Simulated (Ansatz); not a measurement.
`CC(O)([SiH3])Cl`, relaxed with RKS PBE-D4/def2-SVP in Ansatz from a rough embedded geometry. The force threshold is 0.03 eV/Å; the program also tests the step.

Charge 0, multiplicity 1.

Start:

```xyz
12

C    -0.715    0.007   -1.202
C    -0.181    0.402    0.106
O     0.342    1.741   -0.048
Si    0.982   -0.878    0.907
Cl   -1.542    0.559    1.278
H    -1.279   -0.951   -1.243
H     0.041   -0.040   -1.982
H    -1.480    0.784   -1.586
H    -0.167    2.208    0.658
H     1.504   -0.495    2.179
H     2.178   -1.113   -0.065
H     0.317   -2.224    0.999
```

(1) By how much does the energy fall, and how many steps does the optimiser take? (Best estimate.)

(2) Which bonds change most? (Estimate.)

(3) Give the relaxed structure. (An estimate is asked.)

Results:

(1) Ansatz gave: 11.87 kcal/mol, in 10 steps, 2 of them rejected.

(2) Ansatz gave: C2–Cl5 from 1.802 to 1.900 Å; Si4–H10 from 1.427 to 1.504 Å; C2–O3 from 1.446 to 1.389 Å; Si4–H11 from 1.559 to 1.508 Å.

(3) Computed: 
```xyz
12

C    -0.807    0.007   -1.303
C    -0.285    0.409    0.063
O     0.208    1.704   -0.026
Si    0.960   -0.826    0.868
Cl   -1.752    0.358    1.270
H    -1.272   -0.995   -1.275
H     0.034    0.000   -2.028
H    -1.559    0.747   -1.645
H     0.576    1.957    0.844
H     1.389   -0.226    2.178
H     2.170   -0.957   -0.022
H     0.339   -2.176    1.076
```
